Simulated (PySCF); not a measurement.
This PySCF input asks for the NMR shieldings of SMILES [SiH3]P([SiH3])P([SiH3])P, H$_{11}$P$_{3}$Si$_{3}$; the geometry comes from GFN2-xTB.

```python
import basis_set_exchange as bse
import numpy as np
from pyscf import gto, dft
from pyscf.prop import nmr

atoms = """
Si   -1.548588    2.027335    0.254905
P    -0.477375    0.297292   -0.684666
Si   -1.897459   -1.383505   -0.277740
P     0.927161   -0.075809    0.913959
Si    1.995692   -1.868351    0.069384
P     2.463503    1.373616    0.479804
H    -0.676618    3.200752    0.094066
H    -2.774121    2.168800   -0.532113
H    -1.834188    1.808229    1.676467
H    -2.061852   -1.647190    1.154879
H    -3.160494   -0.954571   -0.881666
H    -1.340423   -2.558845   -0.958407
H     3.321455   -1.821595    0.691393
H     1.209592   -3.034442    0.491038
H     2.081359   -1.791394   -1.393227
H     1.852995    1.923118   -0.651089
H     1.912365    2.348588    1.316219
"""
names = dict.fromkeys(["Si", "P", "H"], "pcSseg-1")
basis = {el: gto.basis.parse(bse.get_basis(n, elements=[el], fmt="nwchem")) for el, n in names.items()}
mol = gto.M(atom=atoms, basis=basis, charge=0, verbose=0)
mf = dft.RKS(mol, xc="PBE0")
mf.grids.level = 2
mf.grids.alignment = dft.numint.BLKSIZE   # the property module wants whole blocks of grid points
mf.conv_tol = 1e-9
mf.kernel()

calc = nmr.RKS(mf)   # GIAO
C = mf.mo_coeff
Co = C[:, mf.mo_occ > 0]
resp = mf.gen_response(singlet=True, hermi=2)
def vind(x):   # induced exchange potential for any number of trial vectors
    d = np.einsum("pi,xij,qj->xpq", C, 2 * x.reshape(-1, C.shape[1], Co.shape[1]), Co, optimize=True)
    return np.einsum("xpq,pi,qj->xij", resp(d - d.transpose(0, 2, 1)), C, Co, optimize=True).ravel()
mo1, _ = nmr.rhf.solve_mo1(calc, with_cphf=vind)
sigma = calc.kernel(mo1)
for i, s in enumerate(sigma):   # ppm
    w = np.linalg.eigvalsh((s + s.T) / 2)
    print("%2d %-2s iso %8.1f  s11 %8.1f  s22 %8.1f  s33 %8.1f" % (i, mol.atom_pure_symbol(i), w.mean(), *w))
```

**Question.** What does it print?

**Answer.** 
```
 0 Si iso    422.5  s11    370.9  s22    431.5  s33    465.0
 1 P  iso    560.9  s11    464.0  s22    535.8  s33    683.0
 2 Si iso    426.9  s11    383.9  s22    432.2  s33    464.5
 3 P  iso    560.6  s11    480.9  s22    565.8  s33    635.2
 4 Si iso    408.6  s11    365.9  s22    401.6  s33    458.3
 5 P  iso    490.8  s11    330.7  s22    536.3  s33    605.2
 6 H  iso     27.3  s11     23.0  s22     26.4  s33     32.4
 7 H  iso     27.4  s11     23.5  s22     24.8  s33     34.0
 8 H  iso     27.5  s11     24.0  s22     25.5  s33     33.1
 9 H  iso     27.7  s11     24.2  s22     25.7  s33     33.0
10 H  iso     27.5  s11     23.3  s22     25.1  s33     34.1
11 H  iso     27.5  s11     23.2  s22     26.2  s33     33.2
12 H  iso     27.4  s11     23.5  s22     25.2  s33     33.6
13 H  iso     27.3  s11     22.9  s22     25.9  s33     33.2
14 H  iso     27.6  s11     24.3  s22     26.0  s33     32.5
15 H  iso     29.1  s11     24.1  s22     29.0  s33     34.2
16 H  iso     28.3  s11     23.0  s22     26.2  s33     35.6
```

These numbers come from an equivalent density-fitted implementation of the same equations, which agrees with the script to about 0.01 ppm for H and up to a few tenths of a ppm for heavy atoms, so last digits may differ.

Size and cost of the density-fitted run: 199 basis functions, 33 s wall time on 1 thread of an Arm Neoverse V1, shared host; peak memory 0.97 GiB.
